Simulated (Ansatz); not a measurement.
Reaction (ligand exchange at a B–S bond): `OB(S)S` + HCl → `OB(S)Cl` + H₂S

Program: Ansatz. Geometries: PBE0-D4/def2-TZVP. ΔE: electronic, gas phase. CBS: MP2 limit from def2 TZ/QZ plus the TZ coupled-cluster correction, frozen cores. This one scheme is used for every species. DFT in def2-TZVPP. B3LYP here is the variant with VWN-RPA as its local correlation; programs differ in this. One conformer a species, not always the lowest.

`OB(S)S`:

```xyz
7

O    -0.967   -0.820   -0.702
B    -0.102   -0.010   -0.040
S    -0.626    1.645    0.510
S     1.581   -0.588    0.293
H    -1.840   -0.446   -0.842
H     0.535    2.005    1.076
H     1.419   -1.785   -0.295
```

HCl:

Cartesian coordinates in Å:
```
Cl -0.252 -0.560 0.179
H 0.252 0.560 -0.179
```

`OB(S)Cl`:

Z-matrix (Å, degrees):
```
B
S 1 1.800
Cl 1 1.770 2 117.6
O 1 1.348 2 121.5 3 180.0
H 2 1.344 1 94.9 3 -180.0
H 4 0.962 1 113.2 2 -180.0
```

H₂S:

Z-matrix (Å, degrees):
```
S
H 1 1.341
H 1 1.341 2 92.3
```

Problem. Is it downhill or uphill in electronic energy at CCSD(T)/CBS, and by how much? (An estimate is asked.)

Solution. Ansatz gave: Downhill: ΔE = -24.7 kJ/mol.

Problem. What do these levels give: PBE-D4, B3LYP-D4, ωB97X-V, ωB97M-V, r2SCAN, PBE0, SCS-MP2/def2-TZVPP, CCSD/def2-TZVPP, HF/def2-QZVPP, MP2/def2-QZVPP, HF/CBS(def2), CCSD/CBS(def2)? (An estimate is asked.)

Solution. The calculation gave: PBE-D4 -23.1, B3LYP-D4 -26.4, ωB97X-V -26.8, ωB97M-V -28.2, r2SCAN -25.7, PBE0 -25.2, SCS-MP2/def2-TZVPP -26.6, CCSD/def2-TZVPP -26.4, HF/def2-QZVPP -33.4, MP2/def2-QZVPP -24.9, HF/CBS(def2) -33.5, CCSD/CBS(def2) -25.9 kJ/mol.

Largest T1 diagnostic among the species: 0.013.

In def2-TZVPP, CCSD(T) changes the Hartree–Fock value by +8.0 kJ/mol (the triples alone add +1.2 kJ/mol) and MP2 by +8.1 kJ/mol.
